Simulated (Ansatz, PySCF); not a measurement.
Bond stretch in SeH, doublet.

- UKS-PBE = unrestricted PBE/def2-TZVP in Ansatz (an electronic-structure program)
- UKS-CAM-B3LYP = unrestricted CAM-B3LYP/def2-TZVP (PySCF 2.14.0)
- UCCSD(T) = PySCF with CCSD(T) on UHF/def2-TZVP, 9 core orbitals frozen

Energies relative to the lowest point of each curve near equilibrium, in mEh; the last columns give the difference from UCCSD(T):

```json
[
 {"R / Å": "1.19", "UKS-PBE": "54.0", "UKS-CAM-B3LYP": "50.6", "UCCSD(T)": "51.7", "UKS-PBE − UCCSD(T)": "2.2", "UKS-CAM-B3LYP − UCCSD(T)": "-1.2"},
 {"R / Å": "1.26", "UKS-PBE": "27.4", "UKS-CAM-B3LYP": "24.9", "UCCSD(T)": "25.6", "UKS-PBE − UCCSD(T)": "1.8", "UKS-CAM-B3LYP − UCCSD(T)": "-0.7"},
 {"R / Å": "1.33", "UKS-PBE": "11.4", "UKS-CAM-B3LYP": "9.7", "UCCSD(T)": "10.1", "UKS-PBE − UCCSD(T)": "1.3", "UKS-CAM-B3LYP − UCCSD(T)": "-0.4"},
 {"R / Å": "1.38", "UKS-PBE": "4.7", "UKS-CAM-B3LYP": "3.6", "UCCSD(T)": "3.9", "UKS-PBE − UCCSD(T)": "0.9", "UKS-CAM-B3LYP − UCCSD(T)": "-0.3"},
 {"R / Å": "1.42", "UKS-PBE": "1.6", "UKS-CAM-B3LYP": "1.0", "UCCSD(T)": "1.1", "UKS-PBE − UCCSD(T)": "0.5", "UKS-CAM-B3LYP − UCCSD(T)": "-0.1"},
 {"R / Å": "1.47", "UKS-PBE": "0.0", "UKS-CAM-B3LYP": "0.0", "UCCSD(T)": "0.0", "UKS-PBE − UCCSD(T)": "0.0", "UKS-CAM-B3LYP − UCCSD(T)": "0.0"},
 {"R / Å": "1.50", "UKS-PBE": "0.0", "UKS-CAM-B3LYP": "0.4", "UCCSD(T)": "0.3", "UKS-PBE − UCCSD(T)": "-0.3", "UKS-CAM-B3LYP − UCCSD(T)": "0.1"},
 {"R / Å": "1.54", "UKS-PBE": "1.0", "UKS-CAM-B3LYP": "1.9", "UCCSD(T)": "1.7", "UKS-PBE − UCCSD(T)": "-0.7", "UKS-CAM-B3LYP − UCCSD(T)": "0.2"},
 {"R / Å": "1.61", "UKS-PBE": "4.7", "UKS-CAM-B3LYP": "6.6", "UCCSD(T)": "6.1", "UKS-PBE − UCCSD(T)": "-1.4", "UKS-CAM-B3LYP − UCCSD(T)": "0.4"},
 {"R / Å": "1.70", "UKS-PBE": "12.3", "UKS-CAM-B3LYP": "15.4", "UCCSD(T)": "14.5", "UKS-PBE − UCCSD(T)": "-2.2", "UKS-CAM-B3LYP − UCCSD(T)": "0.9"},
 {"R / Å": "1.82", "UKS-PBE": "25.3", "UKS-CAM-B3LYP": "30.0", "UCCSD(T)": "28.2", "UKS-PBE − UCCSD(T)": "-2.9", "UKS-CAM-B3LYP − UCCSD(T)": "1.8"}
]
```

UKS-PBE is furthest from UCCSD(T) at 1.82 (-2.9 mEh, below); its mean absolute difference over the points is 1.3 mEh.

UKS-CAM-B3LYP is furthest from UCCSD(T) at 1.82 (1.8 mEh, above); its mean absolute difference over the points is 0.6 mEh.

The scan ran from 1.19 to 5.89 Å; beyond the distances shown one of the unrestricted levels run for this scan, shown here or not, changes its spin distribution in one step.
